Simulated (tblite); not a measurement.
Give a GFN2-xTB geometry of `CCO[Si](O)(O)/C=C/Cl`.

```xyz
18
C4H9ClO3Si angstrom
C     -2.0984   -0.4325   -1.0878
C     -2.0851   -0.7017    0.4085
O     -0.7985   -0.9783    0.9008
Si     0.5345   -0.0622    0.9049
O      0.1424    1.4764    1.2605
O      1.4990   -0.6488    2.0757
C      1.4593   -0.1248   -0.7458
C      2.7138   -0.5228   -0.8443
Cl     3.5823   -0.5856   -2.3347
H     -1.6285   -1.2568   -1.6184
H     -3.1223   -0.3233   -1.4344
H     -1.5516    0.4820   -1.3001
H     -2.4905    0.1625    0.9447
H     -2.6917   -1.5827    0.6425
H      0.8128    2.0755    1.5774
H      1.4578   -1.5762    2.2890
H      0.9502    0.1798   -1.6499
H      3.3056   -0.8391   -0.0004
```

Orientation and origin are arbitrary. Atoms count from 1 in this order. The C–C distances run from 1.320 Å (C7=C8, drawn double) to 1.520 Å (C1–C2, drawn single), a spread of 0.200 Å. Si4 (oxygen-bound silicon) is tetrahedral (angles from 106.6° to 112.4°). Of the pairs four or more bonds apart, Si4···H12 is among the closest relative to their van der Waals radii: 3.08 Å, 93 % of the sum of Bondi's values.

Bonds between heavy atoms (Å): C1–C2 1.520, C2–O3 1.405, O3–Si4 1.617, Si4–O5 1.627, Si4–O6 1.626, Si4–C7 1.893, C7=C8 1.320, C8–Cl9 1.726.

The geometry is computed with GFN2-xTB (gas phase).

Point group: C1 (no symmetry element, even within 0.4 Å). Its GFN2-xTB frequencies are all real (lowest 25 cm⁻¹). The numbers are those of one conformer (C1–C2–O3–Si4 61°, C2–O3–Si4–O5 40°, O3–Si4–O5–H 160°, O3–Si4–O6–H 30°, O3–Si4–C7–C8 -121°). 3 starts were optimised and ended at 0.00, 0.89 and 0.92 kcal/mol (GFN2-xTB); the lowest of these is shown.
